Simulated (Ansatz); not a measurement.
Species: C₆H₁₆Si, SMILES `CC[Si](C)(C)CC` (C–C–Si–C torsion 63°, C–Si–C–C torsion -57°) (charge 0, multiplicity 1), formula C$_{6}$H$_{16}$Si.

Q: How many basis functions does frozen-core CCSD(T)/cc-pVDZ // B3LYP-D3(BJ)/def2-SVP (Ansatz, a quantum-chemistry and plane-wave program) use, how many core orbitals are frozen, and how many electrons are correlated?

A: 182 basis functions and 11 frozen orbitals, which leaves 44 correlated electrons. Core time is of the order of minutes.
